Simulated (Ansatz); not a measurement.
Gas-phase electronic energies from Ansatz, PBE0-D4/def2-TZVP geometries. CCSD(T)/CBS is the MP2 limit (def2-TZVPP, def2-QZVPP) plus CCSD(T) − MP2 in def2-TZVPP, frozen cores. This one scheme is used for every species. DFT in def2-TZVPP. B3LYP here is the variant with VWN-RPA as its local correlation; programs differ in this. One conformer a species, not always the lowest.

Consider the formal exchange of groups at the Si–F bond: `F[SiH2]O[SiH2]F` + BH₃ → `B[SiH2]O[SiH2]F` + H–F.

CCSD(T)/CBS gives +171.8 kJ/mol.

Question: Another level gave +149.9 kJ/mol. Which?
A. r2SCAN-D4/def2-TZVPP
B. PBE-D4/def2-TZVPP
C. PBE0-D4/def2-TZVPP
D. B3LYP/def2-TZVPP

Answer: B. PBE-D4 149.9, B3LYP 179.4, PBE0-D4 157.0, r2SCAN-D4 171.2 kJ/mol.

Largest T1 diagnostic among the species: 0.012.

In def2-TZVPP, CCSD(T) changes the Hartree–Fock value by −30.1 kJ/mol (the triples alone add −3.3 kJ/mol) and MP2 by −22.7 kJ/mol. The D4 term adds −5.7 kJ/mol with B3LYP and −3.2 kJ/mol with PBE0; it sums over pairs of atoms, weighted by their polarisabilities, and B3LYP, whose exchange is more repulsive, gets the larger term.
